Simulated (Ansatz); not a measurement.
Consider the substitution at a C–C bond: `FCC(CF)C(F)F` + `CC(O)F` → `CC(F)OC(F)F` + `FCCCF`.

Isolated molecules relaxed with PBE0-D4/def2-TZVP in Ansatz; ΔE leaves out vibrations. CCSD(T)/CBS adds triple-zeta CCSD(T) − MP2 to the extrapolated MP2 energy (def2 sets, frozen cores). DFT in def2-TZVPP. B3LYP here is the variant with VWN-RPA as its local correlation; programs differ in this. Each species was taken in one conformer, which may not be the lowest.

`FCC(CF)C(F)F`:

```xyz
14

F    -0.456    2.268    0.715
C    -0.648    0.914    0.916
C    -0.169    0.158   -0.310
C     1.328    0.301   -0.488
F     1.711   -0.260   -1.693
C    -0.568   -1.300   -0.246
F    -0.097   -1.870    0.898
F    -1.921   -1.417   -0.220
H    -0.091    0.624    1.810
H    -1.712    0.741    1.086
H    -0.665    0.581   -1.190
H     1.870   -0.214    0.310
H     1.609    1.356   -0.497
H    -0.191   -1.881   -1.091
```

`CC(O)F`:

Z-matrix (Å, degrees):
```
C
C 1 1.500
H 1 1.091 2 109.3
H 1 1.091 2 110.0 3 119.6
H 1 1.090 2 110.0 3 -120.1
O 2 1.377 1 109.2 3 -56.3
F 2 1.391 1 109.1 3 63.2
H 2 1.098 1 112.4 3 179.2
H 6 0.962 2 108.9 1 -174.9
```

`CC(F)OC(F)F`:

Z-matrix (Å, degrees):
```
C
C 1 1.498
H 1 1.090 2 110.0
H 1 1.090 2 109.7 3 120.1
H 1 1.091 2 109.5 3 -120.0
F 2 1.371 1 109.6 3 -177.6
O 2 1.406 1 108.6 3 64.4
H 2 1.094 1 113.1 3 -58.2
C 7 1.355 2 117.0 1 -148.2
F 9 1.357 7 111.0 2 64.9
F 9 1.348 7 112.2 2 -53.5
H 9 1.091 7 108.6 2 -175.0
```

`FCCCF`:

Z-matrix (Å, degrees):
```
C
C 1 1.508
F 1 1.387 2 109.8
H 1 1.093 2 111.2 3 119.1
H 1 1.093 2 111.1 3 -119.0
C 2 1.508 1 113.1 3 -64.0
H 2 1.095 1 109.4 3 57.3
H 2 1.095 1 108.7 3 174.2
F 6 1.387 2 109.8 1 -64.0
H 6 1.093 2 111.2 1 55.0
H 6 1.093 2 111.1 1 176.9
```

(1) Is it downhill or uphill in electronic energy at CCSD(T)/CBS, and by how much? (Best estimate.)

(2) What do these levels give: B3LYP-D4, PBE0, CCSD(T)/def2-TZVPP, SCS-MP2/def2-QZVPP, HF/CBS(def2), MP2/CBS(def2)? (Best estimate.)

Largest T1 diagnostic among the species: 0.012.

Answers

(1) Computed: Uphill: ΔE = +0.04 eV.

(2) The calculation gave: B3LYP-D4 -0.03, PBE0 -0.04, CCSD(T)/def2-TZVPP 0.01, SCS-MP2/def2-QZVPP 0.02, HF/CBS(def2) -0.14, MP2/CBS(def2) 0.06 eV.

In def2-TZVPP, CCSD(T) changes the Hartree–Fock value by +0.14 eV (the triples alone add +0.00 eV) and MP2 by +0.16 eV.
